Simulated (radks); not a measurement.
Values are calculated unless marked as measured or tabulated.
Charge is removed step by step from the 4p (averaged over the sub-levels emptied) level of Tl3+, starting from [Xe] 4f14 5d10. Level of theory: Dirac Kohn-Sham, BLYP, spin-unpolarised, spherical densities, finite nucleus; Fermi nuclear charge, rms radius 5.4759 fm (a radial shooting solver on a logarithmic mesh with Libxc functionals).

| removed (e) | E - E(0) (eV) | eigenvalue (eV) | E minus straight line (eV) |
|---|---|---|---|
| 0 | 0.000 | -646.14 | 0.000 |
| 0.125 | 81.015 | -650.10 | -1.763 |
| 0.25 | 162.53 | -654.09 | -3.029 |
| 0.375 | 244.54 | -658.10 | -3.795 |
| 0.5 | 327.05 | -662.15 | -4.058 |
| 0.625 | 410.07 | -666.22 | -3.813 |
| 0.75 | 493.61 | -670.32 | -3.057 |
| 0.875 | 577.66 | -674.44 | -1.787 |
| 1 | 662.22 | -678.60 | 0.000 |

Removing the whole electron costs 662.22 eV by Delta-SCF, against 646.14 eV from minus the eigenvalue at the starting occupation. Slater's transition state (half an electron removed) gives 662.15 eV. Integrating minus the eigenvalue over the occupation (Janak's theorem) gives 662.22 eV. The mean slope of the eigenvalue, de/dn, is 32.5 eV per electron.
